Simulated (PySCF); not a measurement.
C₂H₇O₂, charge +2, quartet, at a GFN2-xTB geometry of the parent state (a state made from the parent by changing its charge; the spin is typed, not shown lowest); MP2/STO-3G run with PySCF.

Input for PySCF:
```python
from pyscf import gto, scf, mp

mol = gto.M(
    atom='''
O     0.94252506   -0.38730969   -0.86405071
C     0.65499837    0.80417512   -0.13431585
C    -0.77264665    0.57361480    0.38757397
O    -0.82302888   -0.85937668    0.64821064
H     1.88719062   -0.47366135   -1.03570169
H     1.35686075    0.92709107    0.69543078
H     0.69795534    1.68283732   -0.78062733
H    -0.96521261    1.10967969    1.31661985
H    -1.51192339    0.84950994   -0.36536526
H    -0.03789511   -1.13539028   -0.01681437
H    -1.67705524   -1.25331484    0.39363000
''',
    basis='sto-3g',
    charge=2,
    spin=3,
    verbose=3,
)

mf = scf.UHF(mol)
mf.kernel()

pt = mp.MP2(mf)
pt.kernel()
print('E(MP2) = %.10f' % pt.e_tot)
```

The log (banner, timings and long lists left out):

```
converged SCF energy = -225.379493978165  <S^2> = 3.7593411  2S+1 = 4.0046678
E(UMP2) = -225.549815324142  E_corr = -0.1703213459774
E(SCS-UMP2) = -225.559828312431  E_corr = -0.180334334266055
E(MP2) = -225.5498153241
```
